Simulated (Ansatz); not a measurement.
Consider the ligand exchange at the Si–C bond: `CSC[SiH2]O` + dimethylamine → `CN(C)[SiH2]O` + `CSC`.

Isolated molecules relaxed with PBE0-D4/def2-TZVP in Ansatz; ΔE leaves out vibrations. CCSD(T)/CBS is the MP2 limit (def2-TZVPP, def2-QZVPP) plus CCSD(T) − MP2 in def2-TZVPP, frozen cores. Functionals use def2-TZVPP. Each species was taken in one conformer, which may not be the lowest.

```json
{"level": "LDA (SPW92)", "ΔE (kcal/mol)": "-14.0"}
{"level": "PBE-QIDH", "ΔE (kcal/mol)": "-15.2"}
{"level": "r2SCAN0", "ΔE (kcal/mol)": "-15.1"}
{"level": "HF/def2-TZVPP", "ΔE (kcal/mol)": "-17.4"}
```

**Question.** What does CCSD(T)/CBS give? (Estimate.)

**Answer.** The calculation gave: -15.1 kcal/mol. The listed levels differ from it by 1.1, -0.1, 0.0, -2.3 kcal/mol.

**Question.** What do rigid-rotor, harmonic-oscillator terms from PBE0-D4/def2-TZVP frequencies (298.15 K, 1 bar) make of the CCSD(T)/CBS value? (Estimate.)

**Answer.** Computed: ΔZPE = -0.3 kcal/mol, ΔH = -15.3 kcal/mol, ΔS = -4 J/(mol·K), ΔG = -15.0 kcal/mol. Modes under 50 cm⁻¹ make the entropy rough.

Largest T1 diagnostic among the species: 0.011.

Leaving LDA and LC-ωPBE aside and taking each functional with its dispersion term where it has one, the values, not all of them listed here, spread over 2.7 kcal/mol, from CAM-B3LYP-D4 to revPBE-D4. From BLYP to BHLYP (50 % exact exchange), in def2-TZVPP and without D4, ΔE moves by −1.0 kcal/mol. In def2-TZVPP, CCSD(T) changes the Hartree–Fock value by +2.0 kcal/mol (the triples alone add +0.4 kcal/mol) and MP2 by +1.4 kcal/mol.
